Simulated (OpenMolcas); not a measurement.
## Tc3+: moving or changing the point charges

Tc3+ among 6 point charges of -1.5 e arranged as a trigonal prism (D3h), 2.21 Å from the ion, with a polar angle of 42.2° against the regular 49.1°.

```yaml
Program: OpenMolcas 26.06
Method: CASSCF
Basis: ANO-RCC-VTZP [7s6p4d2f1g]
Scalar_Hamiltonian: DKH2, point nucleus
Active_space: 4 electrons in 5 orbitals (4d)
State_averaging: 2S+1 = 5 even, 5 roots; 2S+1 = 3 even, 45 roots; 2S+1 = 1 even, 50 roots
Spin-orbit_coupling: RASSI with atomic mean-field integrals over the reference wave functions
```

Runs around this geometry, states (labels of D3, the rotations of D3h). Energies in cm-1 above the lowest state or level, χT in cm3 K/mol.

| R (Å) | q (e) | Polar angle / regular | Ground state | First state of that spin | First gap with spin-orbit (degeneracies) | χT at 300 K | First state of another spin |
| --- | --- | --- | --- | --- | --- | --- | --- |
| 2.21 | -1.5 | 0.79 | 5E | 5A1 1423 | 49.5 (1, 2) | 1.527 | 3E 12666 |
| 2.21 | -0.98 | 0.86 | 5E | 5A1 803.4 | 95.5 (1, 2) | 1.321 | 3E 16833 |
| 2 | -1.5 | 0.86 | 5E | 5A1 4261 | 51.8 (2, 1) | 1.921 | 3E 11405 |
| 2.21 | -1.5 | 0.86 | 5E | 5A1 1824 | 38.1 (1, 2) | 1.592 | 3E 14254 |
| 2.4 | -1.5 | 0.86 | 5E | 5A1 772.6 | 92.3 (1, 2) | 1.329 | 3E 16094 |

Taking the first state of the same spin as R^-n, n = -ln(772.6 / 4261) / ln(2.4 / 2) = 9.4 between the shortest and longest distance.

Scaling the charges by -0.98 / -1.5 = 0.65 scales the first state of the same spin by 803.4 / 1824 = 0.44; with fixed orbitals a first-order splitting would follow the charge.

An orbital doublet at a regular site is open to a Jahn-Teller distortion, which this geometry leaves out. Without dynamic correlation the repulsion within the d shell is too large (B by tens of per cent), so at a given field states of lower spin stand too high. Point charges give a weaker field than real ligands, and real ions of this kind are as a rule low spin; the high spin found here belongs to the model. This shell can be high or low spin here, a state of another spin lies low, and with metal d orbitals alone active their balance is uncertain, so the ground spin may be wrong (holds for R = 2.21, q = -1.5, ratio = 0.79; R = 2, q = -1.5, ratio = 0.86; R = 2.21, q = -1.5, ratio = 0.86). Point charges carry no covalency, so the field is a model and not that of real ligands. No measured value stands beside these numbers.
